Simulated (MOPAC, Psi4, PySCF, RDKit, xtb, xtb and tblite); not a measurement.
Two geometries of SMILES [SiH2](F)[SiH2]O (H5FOSi2), relaxed at GFN2-xTB with one dihedral held; other torsions can differ between them too.

Structure A

```
9

O      1.3507     0.4050     1.2005
Si     0.8750     0.0304    -0.3141
Si    -1.3919    -0.1072    -0.0266
F     -2.0117    -0.4701    -1.4789
H      2.2661     0.5366     1.4305
H      1.5559    -1.2025    -0.7423
H      1.3553     1.0681    -1.2410
H     -1.9051    -1.1892     0.8134
H     -2.1082     1.1193     0.3232
```

Structure B

```
9

O      1.3653     0.2518     1.2393
Si     0.8498     0.1226    -0.3022
Si     2.6254     0.0994    -1.7577
F      2.0255    -0.0934    -3.2428
H      2.2722     0.3107     1.5178
H     -0.0526     1.2640    -0.4908
H      0.0478    -1.1057    -0.3254
H      3.4144     1.3272    -1.8822
H      3.5786    -1.0074    -1.6452
```

Problem. Which is lower in energy at the level Psi4 with DF-MP2 (frozen core)/cc-pVTZ // GFN2-xTB, and by how much?

Solution. A is lower, by 6.01 kJ/mol (dihedral H5–O1–Si2–Si3: 180° in A, 0° in B).

E(B) − E(A) in kJ/mol at the other levels, on the same two geometries: GFN2-xTB (xtb and tblite) 9.86; MMFF94 // GFN2-xTB (RDKit) -3.33; PBE/def2-TZVP // GFN2-xTB (Psi4) 4.20; PBE-D3(BJ)/def2-TZVP // GFN2-xTB (Psi4) 4.04; HF/cc-pVTZ // GFN2-xTB (Psi4) 6.82; UFF // GFN2-xTB (RDKit) 3.98; PM3, restricted, heats of formation // GFN2-xTB (MOPAC) -3.34; PM6, restricted, heats of formation // GFN2-xTB (MOPAC) 0.29; GFN1-xTB // GFN2-xTB (xtb) -1.69; restricted B3LYP/6-31G*, spherical d // GFN2-xTB (PySCF) 5.95; restricted M06-2X/6-31G*, spherical d // GFN2-xTB (PySCF) 7.46; restricted B3LYP/3-21G // GFN2-xTB (PySCF) 6.98; restricted B3LYP/6-311+G**, spherical d, density fitting // GFN2-xTB (PySCF) 8.28.

MMFF94 has few fitted parameters for silicon.
